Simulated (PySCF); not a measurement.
AlFH4O2Si, SMILES [OH][Al]([F])[O][SiH3].

The structure is a stationary point at PBE-D3(BJ)/def2-SVP. The structure was generated by enumeration; whether it is a known compound was not checked. One conformer was computed; it need not be the lowest.

All values below come from C-PCM-M06-2X/def2-SVP (PySCF 2.14.0).

The values are the electrostatic part of the solvation free energy, E(continuum) − E(gas) at the gas-phase geometry, in a cavity of scaled van der Waals radii (PySCF's table); cavitation and dispersion terms are not included. A continuum can't describe solvent molecules that bind to the metal. In vacuum the orbital gap is 10.05 eV. The dipole moment in vacuum is 1.03 D.

```tsv
solvent	ε	ΔG(elec) (kcal/mol)	dipole (D)	gap (eV)
water	78.36	-8.3	1.22	10.34
chloroform	4.71	-6.5	1.17	10.27
dichloromethane	8.93	-7.4	1.19	10.31
```
